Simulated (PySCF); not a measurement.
Cartesian coordinates in Å; atom numbers follow the order of the lines, from 1:
```xyz
21

C     1.3981    0.7978    0.8484
C     0.7221   -0.4381    0.2717
C     1.7056   -1.3691   -0.4100
O    -0.2412   -0.0748   -0.6936
C    -1.5192    0.2682   -0.2025
C    -2.1440    1.2130   -1.2102
C    -2.3618   -0.9795    0.0218
H     0.6696    1.4613    1.3385
H     2.1580    0.5233    1.5957
H     1.8881    1.3656    0.0425
H     0.2294   -0.9914    1.0968
H     1.1872   -2.2601   -0.7920
H     2.4975   -1.6887    0.2832
H     2.1749   -0.8570   -1.2641
H    -1.4144    0.8045    0.7624
H    -3.1504    1.5240   -0.8934
H    -2.2240    0.7168   -2.1896
H    -1.5184    2.1086   -1.3334
H    -1.8861   -1.6596    0.7444
H    -2.4854   -1.5233   -0.9275
H    -3.3589   -0.7219    0.4100
```

In vacuum, no relativistic terms, one conformer, equivalent nuclei averaged. GIAO KT3/pcSseg-1 shieldings; geometry from PBE0-D3(BJ)/def2-SVP; PySCF.

References, each an isolated molecule treated in the same way: ¹³C, ¹H against TMS; ¹⁷O vs H2O.

```tsv
atoms	nucleus	count	δ (ppm)
C2/C5	¹³C	2	69.0
C1/C3/C6/C7	¹³C	4	22.8
H11/H15	¹H	2	3.39
O4	¹⁷O	1	?
H8/H9/H10/H12/H13/H14/H16/H17/H18/H19/H20/H21	¹H	12	?
```

Question: Estimate the values marked ?.

Answer: 
- H8/H9/H10/H12/H13/H14/H16/H17/H18/H19/H20/H21: 1.05 ppm, hydrogen on a methyl carbon
- O4: 102.6 ppm, ether oxygen

Shifts are as computed, not scaled to solution data. Of 1211 compounds with measured shifts, 218 miss one by over three times the rms of a fit or turn the order of signals round; such compounds aren't used in these exercises. Experimental scales use liquid or dissolved standards, which lie at an offset from isolated H2O (liquid H2O: subtract about 36 ppm).
